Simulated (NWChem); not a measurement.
System: C₂H₄ClNOSi; SMILES N#CO[Si@H](Cl)C

```xyz
10

C     -1.9532     0.1383     0.3074
Si    -0.2600     0.3492    -0.4303
Cl     0.6222     2.1166     0.1375
O      0.7994    -0.8477     0.2046
C      0.5392    -2.1103     0.0991
N      0.3251    -3.2541     0.0203
H     -2.3381    -0.8663     0.0949
H     -2.6506     0.8690    -0.1173
H     -1.9295     0.2756     1.3935
H     -0.2072     0.2423    -1.9016
```
Atoms are numbered in this order, from 1.

All runs: NWChem. Medium grid unless said otherwise, to which SCAN and Minnesota functionals are sensitive. Coordinates come from a B3LYP/6-31G* (spherical d) optimisation. Hybrids' shares of exact exchange are those that their runs print; pure functionals count as 0. The functionals differ in more than this share.

```
row                     share of exact exchange  highest occupied level (eV)
----------------------  -----------------------  ---------------------------
PBE/def2-TZVP                              0.00                        -7.36
r2SCAN/def2-TZVP                           0.00                        -7.68
B3LYP/def2-TZVP                            0.20                        -8.55
M06-2X/def2-TZVP                           0.54                     withheld
Hartree-Fock/def2-TZVP                     1.00                       -12.15
```

Task: Fit a straight line of the last column on the one before it, predict the withheld value, and compare with the run.

Result: 
1. Means of the 4 shown rows: x = 0.300, y = -8.935. Slope Σ(x − x̄)(y − ȳ)/Σ(x − x̄)² = -3.138/0.6800 = -4.615; intercept -7.550.
2. The shown rows scatter about the line by 0.122 (root mean square); the largest residual is +0.19, at PBE/def2-TZVP.
3. At x = 0.54 (M06-2X/def2-TZVP; inside the shown range) the line gives -10.04.
4. The run gives -10.23, -0.19 from the line, 1.6 times the scatter.
